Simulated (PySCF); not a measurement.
Gas-phase reaction: GaNH2 + 2 NH3 ⇌ GaH3.NH3 + N2H2

Method: PySCF energies (xtb for GFN2) plus ideal-gas RRHO corrections (1 bar). † marks an energy on the PBE0/def2-TZVP geometry and frequencies; other levels use their own. MP2 freezes the core. All species are closed-shell singlets. Ga: all electrons, no relativistic terms. Adducts (GaH3.NH3) have no counterpoise correction, and HF, PBE, BLYP, B3LYP and PBE0 lack dispersion. GaNH2, GaH3.NH3: computed as isolated molecules; such fragments, hydroxides, amides, oligomers or adducts are transient or little studied in the gas. MP2 isn't extrapolated to the basis-set limit.

GFN2-xTB gives ΔH°(298 K) = 206 kJ.

**Question.** What do ωB97X-V/def2-TZVP†, MP2/def2-SVP†, PBE0/def2-QZVP† give?

**Answer.** ωB97X-V/def2-TZVP†: 172 kJ; MP2/def2-SVP†: 145 kJ; PBE0/def2-QZVP†: 208 kJ. For scale, ΔH°(298 K) is 206 kJ at this level, 190 kJ at ωB97M-V/def2-TZVP†, and runs from 134 to 213 kJ over the 20 levels computed († marks an energy on the PBE0/def2-TZVP geometry).
